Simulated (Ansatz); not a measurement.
Program: Ansatz. Geometries: PBE0-D4/def2-TZVP. ΔE: electronic, gas phase. CCSD(T)/CBS adds triple-zeta CCSD(T) − MP2 to the extrapolated MP2 energy (def2 sets, frozen cores). This one scheme is used for every species. DFT in def2-TZVPP. Each species was taken in one conformer, which may not be the lowest.

Reaction (substitution at a C–C bond): `C=CC(=O)O` + `O[SiH2][SiH3]` → `O=C(O)O[SiH2][SiH3]` + `C=C`

Problem. Is it downhill or uphill in electronic energy at CCSD(T)/CBS, and by how much? (Best estimate.)

Solution. Ansatz gave: Downhill: ΔE = -0.04 eV.

Problem. What do these levels give: PBE-D4, B2PLYP, MP2/def2-TZVPP, CCSD/def2-TZVPP, HF/def2-QZVPP, MP2/CBS(def2)? (An estimate is asked.)

Solution. The calculation gave: PBE-D4 -0.04, B2PLYP -0.04, MP2/def2-TZVPP -0.04, CCSD/def2-TZVPP -0.08, HF/def2-QZVPP -0.16, MP2/CBS(def2) 0.00 eV.

Largest T1 diagnostic among the species: 0.015.

In def2-TZVPP, CCSD(T) changes the Hartree–Fock value by +0.09 eV (the triples alone add +0.01 eV) and MP2 by +0.13 eV. From PBE to PBE0 (25 % exact exchange), in def2-TZVPP and without D4, ΔE moves by −0.04 eV. The D4 term adds −0.05 eV with B3LYP and −0.03 eV with PBE0; it sums over pairs of atoms, weighted by their polarisabilities, and B3LYP, whose exchange is more repulsive, gets the larger term.

B3LYP here is the variant with VWN-RPA as its local correlation; programs differ in this.
